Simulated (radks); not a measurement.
The numbers below are computed, except where a source is named.
Charge is removed step by step from the 5s level of Pt3+, starting from [Xe] 4f14 5d7. Code: a radial shooting solver on a logarithmic mesh with Libxc functionals. Model: scalar-relativistic Kohn-Sham, PBE, spin-unpolarised, spherical densities, finite nucleus; Fermi nuclear charge, rms radius 5.427 fm.

\begin{tabular}{lrrr}
removed (e) & E - E(0) (eV) & eigenvalue (eV) & E minus straight line (eV) \\ \hline
0 & 0.000 & -136.97 & 0.000 \\
0.125 & 17.250 & -139.22 & -1.004 \\
0.25 & 34.781 & -141.48 & -1.726 \\
0.375 & 52.598 & -143.77 & -2.163 \\
0.5 & 70.701 & -146.08 & -2.313 \\
0.625 & 89.094 & -148.40 & -2.174 \\
0.75 & 107.78 & -150.74 & -1.744 \\
0.875 & 126.76 & -153.10 & -1.020 \\
1 & 146.03 & -155.47 & 0.000 \\
\end{tabular}

Removing the whole electron costs 146.03 eV by Delta-SCF, against 136.97 eV from minus the eigenvalue at the starting occupation. Slater's transition state (half an electron removed) gives 146.08 eV. Integrating minus the eigenvalue over the occupation (Janak's theorem) gives 146.12 eV. In this scalar-relativistic scheme the density is built from large components alone, so the theorem holds only approximately. The mean slope of the eigenvalue, de/dn, is 18.5 eV per electron.
